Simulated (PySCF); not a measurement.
**Shapes and spin states of MnF₃**

All numbers come from B3LYP in PySCF with Mn def2-SVP, F def2-SVP; no relativity; density-fitted integrals.

Relaxations began from a few typed shapes and spin states; open shells are unrestricted. The search is not exhaustive: other isomers or separated fragments can lie lower, and high-lying points may rest on an excited occupation.

**Question.** Which is the lowest minimum found?
A. quintet C2v: Mn–F 1.725 Å (×2), Mn–F 1.758 Å; F–Mn–F 102.5°, F–Mn–F 128.8° (×2)
B. broken-symmetry Ms = 1 (⟨S²⟩ 2.99) C2v: Mn–F 1.710 Å, Mn–F 1.733 Å (×2); F–Mn–F 106.1° (×2), F–Mn–F 147.8°
C. quintet C2v: Mn–F 1.720 Å, Mn–F 1.740 Å (×2); F–Mn–F 106.2° (×2), F–Mn–F 147.7°
D. broken-symmetry Ms = 1 (⟨S²⟩ 2.80) Cs: Mn–F 1.702 Å, Mn–F 1.714 Å (×2); F–Mn–F 108.1°, F–Mn–F 118.3°, F–Mn–F 133.6°

**Answer.** C. The others lie at 8.1 (quintet C2v, a saddle point), 116.3 (broken-symmetry Ms = 1 Cs), 129.5 (broken-symmetry Ms = 1 C2v) kJ/mol above it.

Formally Mn is in oxidation state +3, d4, with 4 unpaired electrons (the high-spin count). The Mulliken spin on Mn is 3.78. The polar-tensor charge on Mn, 1.82, is below the formal one.

For the lowest minimum: open d and f shells are described by one determinant, and the ground state may have another occupation or spin.

The electron or spin density has lower symmetry than the nuclear frame for the broken-symmetry Ms = 1 (⟨S²⟩ 2.99) C2v at 129.5 kJ/mol.
